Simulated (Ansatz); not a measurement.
Job for Ansatz (a first-principles code): R-B3LYP-D3(BJ)/def2-TZVP on stibine (SMILES [SbH3]). Elements past Kr take the def2 small-core potentials; no spin–orbit coupling.

Ansatz 0.2 input:
```yaml
crystal:
  periodic: [false, false, false]
  atoms:
    - {symbol: Sb, position_ang: [0.00733690, -0.00193763, 0.73687586]}
    - {symbol: H, position_ang: [-0.91451776, -1.06694012, -0.27594940]}
    - {symbol: H, position_ang: [-0.47519569, 1.30970646, -0.25166620]}
    - {symbol: H, position_ang: [1.33888575, -0.19060474, -0.25129339]}
basis:
  gaussian:
    orbitals: def2-TZVP
hamiltonian:
  xc: b3lyp
  dispersion: d3bj
relax: {f_tol: 0.003, max_steps: 120}
```

**Question.** Give the final energy of this run.

**Answer.** -242.1213 hartree.
